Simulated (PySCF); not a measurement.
**HYS: fields on a plane**

Computed with PySCF, PBE0, basis Y def2-TZVP with ECP28, S def2-TZVP, H def2-TZVP (scalar-relativistic core potentials, no spin–orbit coupling, density fitting).

The singlet minimum has Y–H 1.980 Å, Y–S 2.283 Å; H–Y–S 110.7°.

The plane holds Y1 at (0.00, 0.00), S2 at (2.28, 0.00), H3 at (-0.70, 1.85) Å. Columns run from x = -2.55 to 4.65 Å, rows from y = 4.05 (top) to -1.95 Å, in steps of 0.3 Å. Other isomers or separated fragments may lie lower. Core electrons replaced by a potential are absent, the electrostatic potential uses the reduced nuclear charge, and values within about 0.7 Å of such atoms have no physical meaning.

**Question.** Give the electron localisation function (set to 0 where the density is under 0.005 e/Å³). Lower edges of the bins: '0' 0.000, '1' 0.100, '2' 0.200, '3' 0.300, '4' 0.400, '5' 0.500, '6' 0.600, '7' 0.700, '8' 0.800, '9' 0.900; top 1.00.

**Answer.** 
```
0000000000000000000000000
0000000000000000000000000
0000089870000000000000000
0009999999500000000000000
0099999999720000000000000
0899999999820000000000000
0999999999820011111000000
6999999999710123333210000
6999999998301355555431000
5899999973001577777653100
3567764332102688888775300
1222112578622788788886420
0000026888853771017987520
0000268700873744772987530
0001378700763744772987530
0011368878852771017887520
0011235789722788788876410
0011112466412688888765200
0001000122112677776653100
0000000000013566655431000
0000000000012444433210000
```

**Question.** Give the highest occupied orbital (Å^-3/2) at -6.12 eV (cut at ±0.3; overall sign arbitrary). Every second row and column.

**Answer.** 
```
 0.00  0.00  0.01  0.01  0.01  0.01  0.01  0.01  0.00  0.00  0.00  0.00  0.00
 0.00  0.01  0.01  0.02  0.02  0.02  0.01  0.01  0.01  0.01  0.00  0.00  0.00
 0.01  0.01  0.03  0.05  0.04  0.04  0.03  0.03  0.03  0.02  0.01  0.01  0.00
 0.01  0.02  0.06  0.12  0.09  0.07  0.06  0.07  0.06  0.05  0.03  0.02  0.01
 0.01  0.02  0.06  0.16  0.12  0.10  0.12  0.14  0.15  0.12  0.07  0.03  0.01
 0.01  0.01  0.01  0.00  0.03  0.14  0.19  0.28  0.30  0.27  0.12  0.04  0.01
 0.01  0.00 -0.03 -0.17 -0.18  0.14  0.15  0.30  0.30  0.30  0.12  0.04  0.01
 0.01  0.01  0.00 -0.01  0.05 -0.06 -0.12 -0.22  0.30 -0.05  0.01  0.01  0.00
 0.01  0.02  0.04  0.14  0.19 -0.08 -0.23 -0.30 -0.30 -0.28 -0.08 -0.02 -0.01
 0.01  0.02  0.04  0.07  0.05 -0.06 -0.15 -0.22 -0.24 -0.16 -0.07 -0.03 -0.01
 0.01  0.01  0.02  0.02  0.00 -0.04 -0.08 -0.10 -0.10 -0.07 -0.04 -0.02 -0.01
```
